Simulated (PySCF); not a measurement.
An excited-state job on `CCCCS(=O)(=O)O` (1-butanesulfonic acid).

Computed with TDDFT PBE0/def2-SVPD, vertical, gas phase, core orbitals frozen in the response (PySCF 2.14.0, density-fitted response routines). Geometry: GFN2-xTB. The command runs a driver script over a list of jobs; the input below is this job's line of settings and its coordinates in Å.

Command:
```bash
OMP_NUM_THREADS=1 python probes_run.py task.json out
```

Input:
```
{"job": {"kind": "uv", "xc": "PBE0", "basis": "def2-SVPD", "nstates": 6, "ntriplets": 2}, "charge": 0, "multiplicity": 1}
C     -2.531974     0.621004    -0.191133
C     -1.156067     0.006647    -0.419053
C     -0.491380    -0.384115     0.899141
C      0.902071    -0.928332     0.671588
S      1.907566     0.377323    -0.058870
O      1.906707     0.333338    -1.490906
O      1.653497     1.627354     0.578739
O      3.370571    -0.159948     0.403585
H     -3.183751    -0.078476     0.328393
H     -2.993689     0.881756    -1.139510
H     -2.447093     1.523082     0.409158
H     -1.249694    -0.876514    -1.054812
H     -0.513412     0.721569    -0.934749
H     -1.102156    -1.127718     1.418280
H     -0.410673     0.499674     1.534451
H      1.408288    -1.189927     1.594678
H      0.929430    -1.753156    -0.032952
H      3.992997    -0.087243    -0.321965
```

Problem. What does the run print?

Solution. 
```
coarse grid: 15432 points
cycle   1  E = -780.9455960588  dE =  1.703e+00  |g| = 1.165e+00  |ddm| = 5.691e+00
cycle   2  E = -780.4590281250  dE =  4.866e-01  |g| = 1.995e+00  |ddm| = 3.316e+00
cycle   3  E = -781.1950863132  dE = -7.361e-01  |g| = 2.433e-01  |ddm| = 2.199e+00
cycle   4  E = -781.2063558209  dE = -1.127e-02  |g| = 8.151e-02  |ddm| = 3.429e-01
cycle   5  E = -781.2074315573  dE = -1.076e-03  |g| = 2.756e-02  |ddm| = 9.388e-02
cycle   6  E = -781.2076022980  dE = -1.707e-04  |g| = 4.498e-03  |ddm| = 3.887e-02
cycle   7  E = -781.2076059894  dE = -3.691e-06  |g| = 2.055e-03  |ddm| = 8.291e-03
final grid: 143928 points
cycle   8  E = -781.3135917420  dE = -4.946e-05  |g| = 1.132e-02  |ddm| = 1.298e-01
cycle   9  E = -781.3135631610  dE =  2.858e-05  |g| = 1.617e-02  |ddm| = 3.462e-02
cycle  10  E = -781.3136200793  dE = -5.692e-05  |g| = 2.462e-03  |ddm| = 1.977e-02
cycle  11  E = -781.3136212579  dE = -1.179e-06  |g| = 3.971e-04  |ddm| = 2.909e-03
cycle  12  E = -781.3136212835  dE = -2.559e-08  |g| = 1.997e-04  |ddm| = 7.229e-04
cycle  13  E = -781.3136212912  dE = -7.693e-09  |g| = 4.117e-05  |ddm| = 2.610e-04
cycle  14  E = -781.3136212914  dE = -2.678e-10  |g| = 2.115e-05  |ddm| = 7.815e-05
converged SCF energy = -781.3136212914

Static polarisability (au): isotropic 78.667, principal 70.482 73.834 91.684

Singlet excitations
state   eV       nm        f      main configurations
  1   7.7456    160.1   0.01071   H->L 0.93
  2   8.0966    153.1   0.04546   H-1->L 0.80
  3   8.2524    150.2   0.01818   H->L+1 0.48, H-1->L 0.14, H-1->L+1 0.09
  4   8.4401    146.9   0.00552   H-1->L+1 0.65, H->L+1 0.15
  5   8.4771    146.3   0.01952   H-2->L 0.72, H-3->L 0.12
  6   8.7800    141.2   0.00860   H-2->L+1 0.46, H->L+1 0.12, H-2->L+4 0.09

Triplet excitations (Tamm-Dancoff, eV): 7.4468 7.7627
```

The SCF starts on a coarse grid where the log names one; the energy can jump when the final grid takes over, and dE then counts from the start density on the new grid. H and L stand for HOMO and LUMO; the number after each pair is its weight.

Problem. Give the mean polarisability as a volume in Å³, and the ratio of the largest to the smallest principal value.

Solution. 78.667 au × 0.148185 = 11.66 Å³; 91.684/70.482 = 1.30.

Problem. Give S1 in cm⁻¹ and kJ/mol.

Solution. 7.7456 eV × 8065.54 = 62472 cm⁻¹; × 96.485 = 747.3 kJ/mol.

Main results: HOMO -8.90 eV, LUMO 0.09 eV; lowest singlet 7.75 eV; lowest triplet 7.45 eV (Tamm–Dancoff); mean polarisability 78.7 au.

On one thread, Arm Neoverse V2 (aarch64), no GPU, on a shared host, this took 75 s wall and 1.0 GiB of memory at its peak.

One conformer stands for the species.
Labels such as C1 count atoms from 1, the log's own numbers from 0.
